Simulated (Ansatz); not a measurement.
Reaction (redistribution): `[OH][Sc]([OH])[OH]` + `[F][Al]([SH])[O][SiH3]` → `[OH][Sc]([OH])[O][SiH3]` + `[OH][Al]([F])[SH]`

Gas-phase electronic energies from Ansatz, PBE0-D4/def2-TZVP geometries. CBS: MP2 limit from def2 TZ/QZ plus the TZ coupled-cluster correction, frozen cores. Functionals use def2-TZVPP. B3LYP here is the variant with VWN-RPA as its local correlation; programs differ in this. For Sc outer-core shells are correlated without core-valence functions, which leaves a few kJ/mol of doubt a bond. Scalar relativity is left out up to krypton. Each species was taken in one conformer, which may not be the lowest.

`[OH][Sc]([OH])[OH]`:

Z-matrix (Å, degrees):
```
Sc
O 1 1.872
O 1 1.872 2 120.0
O 1 1.872 2 120.0 3 -180.0
H 2 0.952 1 166.3 3 180.0
H 3 0.952 1 166.2 2 0.0
H 4 0.952 1 166.2 2 180.0
```

`[F][Al]([SH])[O][SiH3]`:

Cartesian coordinates in Å:
```
F 2.734 -0.517 0.875
Al 1.240 -0.949 0.354
S 0.849 -3.056 0.088
O 0.083 0.210 0.047
Si -0.894 1.487 -0.204
H -0.412 -2.816 -0.313
H -1.325 2.056 1.100
H -0.181 2.532 -0.983
H -2.095 1.051 -0.963
```

`[OH][Sc]([OH])[O][SiH3]`:

```xyz
10

O    -0.186   -2.375    1.349
Sc    0.455   -1.214    0.040
O     1.733   -1.743   -1.208
O    -0.216    0.565   -0.024
Si   -0.784    2.086   -0.072
H    -0.483   -3.003    1.999
H     2.386   -2.066   -1.821
H     0.242    3.046    0.426
H    -1.144    2.474   -1.465
H    -2.001    2.230    0.775
```

`[OH][Al]([F])[SH]`:

Z-matrix (Å, degrees):
```
Al
F 1 1.641
S 1 2.167 2 118.8
O 1 1.679 2 118.1 3 -180.0
H 3 1.345 1 92.0 2 -0.0
H 4 0.955 1 125.1 2 179.9
```

```csv
level,ΔE (kcal/mol)
r2SCANh-D4,-1.2
r2SCAN0-D4,-1.1
B3LYP,-0.8
r2SCAN0,-1.1
```

**Question.** What does CCSD(T)/CBS give? (Estimate.)

**Answer.** The calculation gave: -1.6 kcal/mol. The listed levels differ from it by 0.4, 0.5, 0.8, 0.5 kcal/mol.

Largest T1 diagnostic among the species: 0.016.

At CCSD(T), def2-SVP lies −1.0 kcal/mol from the extrapolated value and def2-TZVPP +0.2 kcal/mol. Leaving LDA and LC-ωPBE aside and taking each functional with its dispersion term where it has one, the values, not all of them listed here, spread over 1.3 kcal/mol, from revPBE-D4 to CAM-B3LYP-D4.
